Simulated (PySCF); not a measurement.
GeS2, singlet: data card

Method: PySCF, PBE, basis Ge def2-TZVP, S def2-TZVP (no relativity, density fitting).

The structure is a minimum.

```xyz
3
charge 0 multiplicity 1, angstrom
Ge    0.0000    0.0000    0.0000
S     2.0170    0.0000    0.0000
S    -2.0170    0.0000    0.0000
```

```
Point group                                                                   : D∞h
Bond lengths                                                                  : Ge–S 2.017 Å (×2)
Bond angles                                                                   : S–Ge–S 180.0°
Rotational symmetry number                                                    : 2
Atomisation energy without zero-point energy                                  : 875 kJ/mol
Enthalpy at 298.15 K above 0 K                                                : 13.33 kJ/mol
Lowest empty level                                                            : -3.33 eV
Principal quadrupole moments (Buckingham, traceless) about the centre of mass : -2.36, 1.18, 1.18 D Å
Highest occupied level                                                        : -6.79 eV
Dipole moment                                                                 : 0.00 D
Zero-point energy                                                             : 8.1 kJ/mol
Principal polarisabilities                                                    : 42.3, 42.3, 118.6 bohr³
Rotational constants                                                          : 0.0648 cm⁻¹
Heat capacity Cp at 298.15 K                                                  : 54.7 J/(mol K)
Entropy at 298.15 K and 1 bar                                                 : 270.3 J/(mol K)
```

Harmonic modes (masses in u: Ge 73.921, S 31.972):
```
symmetry  ω (cm⁻¹)  IR (km/mol, summed over degenerate members)
      πu       122                                          7.0
     σg+       469                                          0.0
     σu+       643                                         77.4
```

In D∞h the vibrations span πu + σg+ + σu+. The σg+ mode carries no infrared intensity, as symmetry demands. With a centre of inversion only u modes can be infrared active and only g modes Raman active.

Charges (e):
```tsv
atom	Mulliken	Löwdin	polar tensor	Mayer order to Ge1
Ge1	0.51	-0.13	0.78	–
S2,3	-0.25	0.06	-0.39	2.03
```

Mulliken populations on Ge1: s 7.26, p 13.95, d 10.24, f 0.04.

Outer orbital energies (eV). occupied: -18.50, -17.76, -11.99, -9.17, -7.90, -7.90, -6.79, -6.79; empty: -3.33, -2.88, -2.88, 2.58.

Counting electrons, germanium keeps none of its valence electrons outside its bonds, so the VSEPR class is AX2 and the expected shape is linear (D∞h), as computed.

The final relaxation and frequency run took 16 s on 4 threads of a shared AMD EPYC 7R43 64-Core (Zen 3) host, with 122 basis functions and 6 gradients; the process peaked at 0.94 GiB.
